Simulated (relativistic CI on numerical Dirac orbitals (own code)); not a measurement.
**Hyperfine structure of Ta40+, mass number 181**

Calculated at this level of theory: Dirac-Coulomb-Breit CI, separate exchange-only KLI orbitals for each configuration, model QED (radiative potential, 1s self-energy scaled to tabulated hydrogen-like ionisation energies), unscaled Slater integrals (own radial code, finite nucleus).

Configuration list (outside the closed core [Ar] 3d10): 4s²4p³, 4s4p⁴, 4s²4p²4d, 4p⁵, 4s4p³4d, 4s²4p²4f, 4s4p³4f, 4p⁴4d, 4s4p²4d², 4s²4p4d4f, 4p⁴4f, 4s²4p4d², 4s²4d³, 4s4p4d³, 4s²4d²4f, 4s4p4d²4f, 4p³4d², 4p²4d³, 4p²4d²4f. Double excitations out of closed p, d and f shells are left out; levels of such configurations are missing from the list, as are those of other unlisted configurations, and high levels can miss mixing partners.

Nuclear spin I = 7/2, μ = 2.365 μN, Q = 3.17 b (tables of Stone and Pyykkö). The electronic factors are computed for point nuclear moments, without core polarisation or the Bohr-Weisskopf and QED corrections.

```tsv
Level	E (cm⁻¹)	A (GHz)	B (GHz)
4s²4p³ ²D°5/2	706303	95.04	-0.456
4s²4p³ ²P°1/2	763331	323.8	
4s²4p³ ²P°3/2	1432967	38.86	-371
4s4p⁴ ²S1/2	1554419	945.9	
4s²4p²4d ⁴D1/2	1871616	121.1
```

Levels with J = 0, under 50 % of one LS term, or S terms without an open s electron are left out. Small factors come from cancelling terms and can be off by tens of per cent or more.

At this charge energies of transitions that change n are usually good to better than 1 %, and those within a shell (Δn = 0) to a few per cent.

Give the hyperfine levels of 4s²4p³ ²P°1/2 relative to its centre of gravity.

With K = F(F + 1) − I(I + 1) − J(J + 1), E = AK/2: F = 3: -728.6, F = 4: 566.7 GHz.

LS names give the leading component of a level, which can be under half, so a name can repeat, a term be missing and a line seem to break the LS rules.
